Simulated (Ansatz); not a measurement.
CH5BSi, SMILES `B[Si]C` (triplet; the order of the spin states depends on the level) (charge 0, multiplicity 3). This triplet lies 0.30 eV above the relaxed singlet at the level frozen-core CCSD(T)/cc-pVTZ // B3LYP-D3(BJ)/def2-TZVP (Ansatz, a program for electronic structure); other levels give the other order.

Computed with HSE06/cc-pVTZ // B3LYP-D3(BJ)/def2-TZVP run with Ansatz.

Ansatz 0.2 input:
```yaml
crystal:
  periodic: [false, false, false]
  atoms:
    - { symbol: B, position_ang: [1.87172, -0.229124, -0.088687] }
    - { symbol: Si, position_ang: [0.063343, -0.895266, 0.106923] }
    - { symbol: C, position_ang: [-1.455425, 0.124682, -0.366269] }
    - { symbol: H, position_ang: [2.817223, -0.880665, 0.214308] }
    - { symbol: H, position_ang: [1.985717, 0.875238, -0.531439] }
    - { symbol: H, position_ang: [-1.131424, 1.078152, -0.791518] }
    - { symbol: H, position_ang: [-2.081546, 0.3247, 0.50581] }
    - { symbol: H, position_ang: [-2.069613, -0.39772, -1.102366] }
basis:
  gaussian: { orbitals: cc-pVTZ }
hamiltonian:
  xc: hse06
magnetization:
  spin_polarized: true
  initial_magnetization: 2
```

Output:

```
Functional definition: HSE06
969 factors; their error is unknown
92 factors; integrals over basis functions are off by at most 7.3e-7 eV
mean field evaluation 1: about -9656.4549 eV, gradient 3.9e1 eV
mean field evaluation 2: about -9651.5944 eV, gradient 4.5e1 eV
mean field evaluation 4: about -9664.4842 eV, gradient 1.7e0 eV
mean field evaluation 8: about -9664.5073 eV, gradient 5.2e-2 eV
mean field evaluation 16: about -9664.5319 eV, gradient 2.5e-4 eV
mean field -9664.53185642 eV, -355.1649948686 hartree, gradient 5.9e-5 eV, S^2 2.003946; 0 other end points of the search recorded, 0 dependent functions left out
reference -9664.53189670 eV, -355.1649963486 hartree; 16, 14 occupied and 148, 150 virtual orbitals, 969 factors
Total energy: -9664.53189670 eV, -355.1649963486 hartree
```
